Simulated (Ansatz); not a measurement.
The cluster Cs₄H₃, relaxed as a doublet with UKS PBE0-D4/def2-TZVP in Ansatz, starting from the GFN1-xTB geometry. Force threshold 0.02 eV/Å.

In the def2 sets Cs takes a core potential; there is no spin–orbit coupling. The relaxation made no stability test and no search for a lower SCF solution. Another isomer (doublet) lies 0.23 eV lower at PBE0-D4/def2-TZVP; other spin states weren't run for this one.

Start:

Cartesian coordinates in Å:
```
Cs 0.029 4.130 0.637
Cs 3.016 -2.825 0.621
Cs 0.027 0.013 -0.616
Cs -3.288 -1.405 -3.280
H -0.090 3.022 0.263
H -1.822 -0.788 2.123
H 2.130 -2.148 0.251
```

| step | energy (eV) | largest force component (eV/Å) | SCF passes |
| --- | --- | --- | --- |
| 1 | -2215.6139 | 33.636 | 34 |
| 2 | -2232.0734 | 10.663 | 33 |
| 3 | -2237.4295 | 3.591 | 27 |
| 4 | -2238.9463 | 0.919 | 28 |
| 5 | -2239.2534 | 0.343 | 25 |
| 6 | -2239.3959 | 0.169 | 25 |
| 7 | -2239.4795 | 0.217 | 25 |
| 8 | -2239.5758 | 0.207 | 25 |
| 9 | -2239.6828 | 0.203 | 25 |
| 10 | -2239.8051 | 0.207 | 24 |
| 11 | -2239.9416 | 0.225 | 24 |
| 14 | -2240.4339 | 0.254 | 23 |
| 17 | -2240.8872 | 0.118 | 24 |
| 20 | -2240.9760 | 0.085 | 25 |
| 23 | -2241.0631 | 0.075 | 24 |
| 26 | -2241.1295 | 0.074 | 24 |
| 29 | -2241.1535 | 0.049 | 24 |
| 32 | -2241.2030 | 0.089 | 24 |
| 35 | -2241.2209 | 0.067 | 24 |
| 38 | -2241.2238 | 0.020 | 26 |
| 41 | -2241.2250 | 0.015 | 18 |
| 44 | -2241.2287 | 0.056 | 25 |
| 47 | -2241.2767 | 0.080 | 23 |
| 50 (rejected) | -2241.3032 | 0.089 | 25 |
| 51 | -2241.3121 | 0.018 | 26 |

Force components are those of the run's own axes.

End:

Cartesian coordinates in Å:
```
Cs -1.0387 2.3518 1.6652
Cs 0.9601 -2.2588 1.7594
Cs 1.8843 0.7078 -1.0924
Cs -3.9301 -0.6156 -2.7007
H -1.1328 1.1919 -0.8848
H 1.0663 0.5866 1.8339
H 2.1909 -1.9637 -0.5805
```

Bonds lost: Cs3–Cs4 (atoms count from 1). Bonds formed: Cs1–H6, Cs2–H6 (atoms count from 1). Metal–metal contacts that move far: Cs1–Cs2 7.57 to 5.03 Å.

The force fell under the threshold at step 38, but the optimiser went on and released 0.088 eV more. No frequencies were taken in this run, so the end may be a saddle point.

It took 3.5 min on 4 threads of Arm Neoverse V2 on a shared host.
